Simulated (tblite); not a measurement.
Compound: C5H13BrSi2.
Atom-mapped SMILES: `[CH2:1]=[CH:2][CH2:3][C@H:4]([CH3:5])[SiH2:6][SiH2:7][Br:8]` (hydrogens: H9, H10 on C1; H11 on C2; H12, H13 on C3; H14 on C4; H15, H16, H17 on C5; H18, H19 on Si6; H20, H21 on Si7)

Computed with GFN2-xTB (tblite), gas phase: L-BFGS steps from a force-field or distance-geometry start until the largest atomic force falls under 0.01 eV/Å.

Step 27: E = -677.1389 eV
```
atom  x, y, z in Å  |  force x, y, z in eV/Å
C1     -2.1925    1.5801    0.0229    0.014   0.002  -0.006
C2     -1.7167    0.5143   -0.5943   -0.004  -0.028  -0.006
C3     -1.2862   -0.7463    0.0805   -0.003  -0.003   0.004
C4      0.1589   -1.1283   -0.2648   -0.010   0.011   0.013
C5      0.4452   -2.5538    0.1933    0.006   0.013   0.008
Si6     1.3917    0.0984    0.5290   -0.027  -0.026  -0.037
Si7     1.6176    1.9944   -0.7698   -0.041  -0.055  -0.007
Br8     3.3613    3.1387    0.0220    0.020   0.020   0.003
H9     -2.3058    1.6120    1.0946    0.014   0.003  -0.011
H10    -2.5030    2.4594   -0.5161    0.000   0.004   0.016
H11    -1.6298    0.5037   -1.6745    0.011   0.029  -0.010
H12    -1.9498   -1.5577   -0.2414   -0.006   0.018  -0.023
H13    -1.3937   -0.6433    1.1625   -0.015  -0.030   0.007
H14     0.2555   -1.1096   -1.3581    0.023   0.017   0.024
H15     0.3182   -2.6462    1.2695   -0.010   0.014   0.025
H16     1.4653   -2.8395   -0.0516    0.008  -0.024  -0.015
H17    -0.2323   -3.2580   -0.2894    0.006  -0.014   0.009
H18     2.6932   -0.5792    0.6539   -0.014   0.017   0.005
H19     0.9306    0.3928    1.8949    0.031   0.014  -0.026
H20     1.9977    1.7823   -2.1660    0.028  -0.007  -0.018
H21     0.5657    3.0029   -0.7802   -0.031   0.024   0.041
```

Step 28: E = -677.1395 eV
```
atom  x, y, z in Å  |  force x, y, z in eV/Å
C1     -2.1906    1.5805    0.0232    0.020   0.008  -0.002
C2     -1.7141    0.5154   -0.5943   -0.014  -0.049   0.004
C3     -1.2872   -0.7470    0.0803    0.011  -0.011   0.003
C4      0.1578   -1.1298   -0.2646    0.007  -0.007   0.012
C5      0.4458   -2.5557    0.1945   -0.003   0.031   0.002
Si6     1.3906    0.0986    0.5269   -0.034  -0.034  -0.031
Si7     1.6138    1.9940   -0.7716   -0.011  -0.032   0.012
Br8     3.3595    3.1373    0.0235    0.003   0.008  -0.005
H9     -2.3056    1.6111    1.0946    0.011   0.003  -0.005
H10    -2.4978    2.4613   -0.5150   -0.004   0.007   0.013
H11    -1.6257    0.5061   -1.6743    0.014   0.026  -0.013
H12    -1.9510   -1.5583   -0.2423   -0.005   0.030  -0.022
H13    -1.3935   -0.6456    1.1627   -0.024  -0.024  -0.001
H14     0.2545   -1.1125   -1.3577    0.022   0.019   0.016
H15     0.3178   -2.6449    1.2714    0.007   0.002   0.007
H16     1.4666   -2.8409   -0.0525   -0.023  -0.016   0.005
H17    -0.2324   -3.2605   -0.2872    0.018  -0.004   0.018
H18     2.6935   -0.5765    0.6517   -0.018   0.016   0.007
H19     0.9272    0.3956    1.8917    0.035   0.011  -0.025
H20     1.9975    1.7838   -2.1665    0.023  -0.005  -0.028
H21     0.5646    3.0050   -0.7772   -0.034   0.023   0.034
```

Q: Estimate the geometry and energy of step 29. (The exact step hangs on the optimiser's Hessian estimate; all steps are aligned on step 28, rigid shifts and turns removed.)

A: E = -677.1401 eV, largest force 0.051 eV/Å
```
atom  x, y, z in Å  |  force x, y, z in eV/Å
C1     -2.1882    1.5809    0.0234    0.022   0.009   0.002
C2     -1.7117    0.5158   -0.5942   -0.019  -0.046   0.008
C3     -1.2880   -0.7480    0.0801    0.015  -0.016   0.000
C4      0.1567   -1.1316   -0.2643    0.016  -0.024   0.005
C5      0.4464   -2.5571    0.1959   -0.011   0.031   0.000
Si6     1.3887    0.0982    0.5242   -0.028  -0.029  -0.017
Si7     1.6098    1.9932   -0.7733    0.015   0.007   0.018
Br8     3.3578    3.1360    0.0250   -0.020  -0.009  -0.015
H9     -2.3054    1.6103    1.0944    0.009   0.002   0.001
H10    -2.4923    2.4634   -0.5136   -0.005   0.006   0.009
H11    -1.6212    0.5090   -1.6741    0.016   0.017  -0.010
H12    -1.9524   -1.5583   -0.2437   -0.006   0.031  -0.023
H13    -1.3937   -0.6483    1.1629   -0.031  -0.017  -0.008
H14     0.2539   -1.1153   -1.3571    0.019   0.018   0.002
H15     0.3176   -2.6436    1.2733    0.021  -0.008  -0.009
H16     1.4673   -2.8426   -0.0532   -0.045  -0.006   0.023
H17    -0.2321   -3.2632   -0.2846    0.023   0.005   0.024
H18     2.6933   -0.5731    0.6495   -0.018   0.012   0.009
H19     0.9243    0.3987    1.8876    0.037   0.008  -0.020
H20     1.9974    1.7852   -2.1675    0.015  -0.001  -0.026
H21     0.5628    3.0074   -0.7736   -0.026   0.010   0.026
```

The energy changes by -0.0006 eV. The first-order estimate −F·Δx gives -0.0008 eV and the mean of the old and new forces, exact on a quadratic surface, -0.0006 eV. The step makes an angle of 71° with the force vector and moves no atom by more than 0.006 Å.

The cost below is that of the whole relaxation. On Arm Neoverse N1, one thread, shared host with 64 logical CPUs at a one-minute load of 59, this took 2.4 s wall.
